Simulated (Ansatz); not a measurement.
**Nudged elastic band run: C2H6O2Te**

input.yaml

```yaml
crystal:
  periodic: [false, false, false]
  atoms:
    - { symbol: C, position_ang: [-1.144626, -0.095401, 1.250877] }
    - { symbol: O, position_ang: [-0.22639, -0.786693, 0.406701] }
    - { symbol: C, position_ang: [0.517595, 0.050652, -0.389234] }
    - { symbol: O, position_ang: [1.438909, 0.751457, 0.389389] }
    - { symbol: Te, position_ang: [1.612314, -1.212594, -1.902687] }
    - { symbol: H, position_ang: [-1.85269, 0.527004, 0.653387] }
    - { symbol: H, position_ang: [-0.61894, 0.561769, 1.976129] }
    - { symbol: H, position_ang: [-1.718344, -0.865282, 1.799604] }
    - { symbol: H, position_ang: [-0.129073, 0.739342, -0.994501] }
    - { symbol: H, position_ang: [1.8598, 1.422509, -0.181984] }
    - { symbol: H, position_ang: [0.326846, -1.149763, -2.98708] }
basis:
  gaussian: { orbitals: def2-SVP }
hamiltonian:
  xc: pbe
  dispersion: d4
neb:
  order_check: false
  images: 7
  f_tol: 0.05
  max_iterations: 60
  initial_path: idpp
  final_atoms:
    - { symbol: C, position_ang: [-1.12720267, -0.05176528, 1.38897618] }
    - { symbol: O, position_ang: [-0.36565323, -0.82643684, 0.46719398] }
    - { symbol: C, position_ang: [0.30980351, -0.0727381, -0.46770149] }
    - { symbol: O, position_ang: [1.34227006, 0.62851187, 0.14224857] }
    - { symbol: Te, position_ang: [0.98638018, -1.6316526, -1.9519117] }
    - { symbol: H, position_ang: [-1.89999597, 0.55691173, 0.86215691] }
    - { symbol: H, position_ang: [-0.479105, 0.62715572, 1.98296291] }
    - { symbol: H, position_ang: [-1.63284967, -0.76483856, 2.06644547] }
    - { symbol: H, position_ang: [-0.37047656, 0.6093498, -1.04092157] }
    - { symbol: H, position_ang: [1.66576871, 1.30346853, -0.48341591] }
    - { symbol: H, position_ang: [1.63646165, -0.43496629, -2.94543235] }
```

Run as:

```bash
$ ansatz run input.yaml --threads 2 --pin off --max-ram 3072MiB --backend cpu --events-out ev --progress --plain --runs-dir out
```

Output, in part (warnings, iteration lines, the closing report on the highest movable image, with atoms numbered from 0):

```
NEB end point (image 0): max|allowed force component| = 5.651e-3 eV/Å (the criterion of neb.relax_end_points is 1.000e-2)
NEB end point (image 8): max|allowed force component| = 8.195e-3 eV/Å (the criterion of neb.relax_end_points is 1.000e-2)
NEB iter   1: max|band force component| = 3.957e-1 eV/Å  barrier→ = 0.0542 eV  barrier← = 0.0591 eV  CI = image 4  Δτ_max = 0.1999 Å  (264 SCF iters)
NEB iter   2: max|band force component| = 8.316e-1 eV/Å  barrier→ = 0.1323 eV  barrier← = 0.1372 eV  CI = image 3  Δτ_max = 0.0986 Å  (217 SCF iters)
NEB iter   3: max|band force component| = 1.596e-1 eV/Å  barrier→ = 0.0190 eV  barrier← = 0.0239 eV  CI = image 3  Δτ_max = 0.0421 Å  (208 SCF iters)
NEB iter   4: max|band force component| = 1.150e-1 eV/Å  barrier→ = 0.0133 eV  barrier← = 0.0182 eV  CI = image 4  Δτ_max = 0.0433 Å  (208 SCF iters)
NEB iter   5: max|band force component| = 4.418e-2 eV/Å  barrier→ = 0.0108 eV  barrier← = 0.0157 eV  CI = image 4  Δτ_max = 0.0428 Å  (210 SCF iters)
NEB iter   6: max|band force component| = 1.478e-1 eV/Å  barrier→ = 0.0106 eV  barrier← = 0.0155 eV  CI = image 3  Δτ_max = 0.0417 Å  (30 SCF iters)
NEB iter   7: max|band force component| = 1.122e-1 eV/Å  barrier→ = 0.0091 eV  barrier← = 0.0140 eV  CI = image 4  Δτ_max = 0.0289 Å  (214 SCF iters)
NEB iter   8: max|band force component| = 2.656e-2 eV/Å  barrier→ = 0.0089 eV  barrier← = 0.0137 eV  CI = image 4  Δτ_max = 0.0000 Å  (416 SCF iters)
Total energy: -13546.07743082 eV, -497.8091637217 hartree
Atom 0 at    -1.063847    -0.109829     1.410201 Å, force    -0.006759    -0.000127    -0.002401 eV/Å
Atom 1 at    -0.180517    -0.816413     0.543572 Å, force    -0.003222    -0.001606     0.006881 eV/Å
Atom 2 at     0.391942    -0.024876    -0.424931 Å, force     0.012508     0.009498    -0.026739 eV/Å
Atom 3 at     1.258315     0.885563     0.169843 Å, force     0.004378     0.004996     0.012402 eV/Å
Atom 4 at     1.453843    -1.445298    -1.832012 Å, force    -0.002878    -0.004070     0.000406 eV/Å
Atom 5 at    -1.886719     0.377521     0.834950 Å, force     0.000878    -0.000986     0.000344 eV/Å
Atom 6 at    -0.530286     0.668553     1.995914 Å, force     0.002729    -0.000005     0.001478 eV/Å
Atom 7 at    -1.501458    -0.856257     2.098993 Å, force     0.000466     0.000893     0.002362 eV/Å
Atom 8 at    -0.374713     0.481893    -1.069491 Å, force    -0.007376    -0.007976     0.004797 eV/Å
Atom 9 at     1.669571     1.417494    -0.537570 Å, force    -0.002120    -0.002511     0.000641 eV/Å
Atom 10 at     0.829269    -0.635350    -3.168868 Å, force     0.001396     0.001895    -0.000171 eV/Å
Dipole moment:    -0.225800     0.450418    -0.036557 e Å
```

The forces met the threshold. The band force fell under the threshold earlier too, but the program's further tests of the path sent the band on. A vibrational analysis at the climbing image gives one clearly imaginary mode, 88i cm⁻¹: a first-order saddle point.

Final band (atoms are numbered from 1 in the order of the input):

```tsv
image	path coordinate (Å)	energy (eV)	dihedral H9–C3–Te5–H11 (°)
0	0.00	0.000	-32
1	0.27	0.001	-20
2	0.54	0.005	-9
3	0.80	0.008	4
4	1.07	0.009	16
5	1.31	0.007	27
6	1.55	0.002	38
7	1.80	-0.003	49
8	2.04	-0.005	59
```

Time of the run: 2.4 min on 2 threads of Arm Neoverse V1 (shared host), peak memory 0.15 GiB.
